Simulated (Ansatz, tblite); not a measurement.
Removing and adding an electron: `C[Si](C)(C)[Si](C)(C)[Si](C)(C)[Si](C)(C)[Si](C)(C)[Si](C)(C)[Si](C)(C)[Si](C)(C)C`. Charge 0, multiplicity 1. Geometry: r2SCAN-D4/def2-SVP. Ansatz, gas phase; energy differences of separate SCF runs; the oxidised species was run as a doublet alone; the reduced species was run as a doublet alone.

The xTB rows come from tblite. Single mean-field runs in def2-SVP are fitted with def2-universal-jkfit.

| level | −HOMO (eV) | vertical IE (eV) | −LUMO (eV) | vertical EA (eV) | HOMO–LUMO gap (eV) | IE − EA (eV) | remarks |
| --- | --- | --- | --- | --- | --- | --- | --- |
| GFN1-xTB | 9.68 | 11.03 | 6.96 | 5.44 | 2.72 | 5.58 | – |
| GFN2-xTB | 8.33 | 9.85 | 5.29 | 3.66 | 3.04 | 6.19 | – |
| PBE-D4/def2-SVP | 4.87 | 6.57 | 0.76 | -0.65 | 4.11 | 7.22 | HOMO above zero (-1 doublet) |
| PBE0-D4/def2-SVP | 5.87 | 7.01 | 0.09 | -0.85 | 5.78 | 7.86 | HOMO above zero (-1 doublet) |

   A HOMO above zero means that the electron is unbound at that level or that self-interaction error raises the level; the energy of removing that electron tells which. Raw xTB energy differences between charge states are shifted by several eV; the methods need an empirical correction for them. Sets without diffuse functions give affinities that are too small. A negative affinity means that the extra electron isn't bound; its size then hangs on the basis.
